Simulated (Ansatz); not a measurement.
Program: Ansatz. Geometries: PBE0-D4/def2-TZVP. ΔE: electronic, gas phase. CCSD(T)/CBS is the MP2 limit (def2-TZVPP, def2-QZVPP) plus CCSD(T) − MP2 in def2-TZVPP, frozen cores. This one scheme is used for every species, atoms too. Functionals use def2-TZVPP. Open shells (•) are unrestricted, without spin–orbit coupling. Spin–orbit coupling would lower the free atoms: a little for Cl, S, Si.

`Cl[SiH]1PS1` → Cl• + 2 H• + P• + S• + Si•  (atomization)

```json
{"level": "PBE-D4", "ΔE (kJ/mol)": "1819.8"}
{"level": "PBE0-D4", "ΔE (kJ/mol)": "1785.4"}
{"level": "CAM-B3LYP", "ΔE (kJ/mol)": "1728.3"}
{"level": "CCSD/def2-TZVPP", "ΔE (kJ/mol)": "1641.4"}
```

What does CCSD(T)/CBS give? (An estimate is asked.)

Ansatz gave: +1773.8 kJ/mol. The listed levels differ from it by 46.0, 11.6, -45.5, -132.4 kJ/mol.

Largest T1 diagnostic among the species: 0.013.

From BLYP to BHLYP (50 % exact exchange), in def2-TZVPP and without D4, ΔE moves by −33.6 kJ/mol: exact exchange takes away binding that semilocal exchange gives to molecules. At CCSD(T), def2-SVP lies −233.9 kJ/mol from the extrapolated value and def2-TZVPP −84.9 kJ/mol: correlation converges slowly with the basis, and small sets miss more of it in the bonded molecule than in its fragments.

For atomizations the MP2-based limit and the directly extrapolated one differ by several kJ/mol either way, and by 10 to 25 for some Ge, Se and Sn compounds, so smaller differences from it don't rank the levels.
